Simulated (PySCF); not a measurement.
Al(Me)(OH)(SMe) (C₂H₇AlOS), SMILES C[S][Al]([CH3])[OH]. Heavy atoms are numbered as in [Al:1]([CH3:2])([OH:6])[S:8][CH3:9]. Hydrogens are named by the atom that carries them.

The structure is a stationary point at TPSSh-D3(BJ)/def2-SVP. One conformer was computed; it need not be the lowest.

These are PBE0/pcSseg-1 run with PySCF values and carry that method's errors.

GIAO shieldings, no solvent; atoms alike by connectivity are averaged. δ = σ(ref) − σ: ¹³C against TMS (σ = 186.3 ppm); ¹H against TMS (σ = 31.56 ppm); ¹⁷O against H2O (σ = 334.2 ppm); ³³S against H2S (σ = 716.7 ppm), references at their B3LYP-D3(BJ)/def2-TZVP geometries, non-relativistic.

| nucleus | atoms | count | δ (ppm) |
|---|---|---|---|
| ¹³C | C9 (CH3) | 1 | 14.1 |
| ¹³C | C2 (CH3) | 1 | -10.8 |
| ¹H | H on C9 | 3 | 2.62 |
| ¹H | H on O6 | 1 | 2.54 |
| ¹H | H on C2 | 3 | 0.03 |
| ¹⁷O | O6 (OH) | 1 | 53.3 |
| ³³S | S8 | 1 | 41.6 |
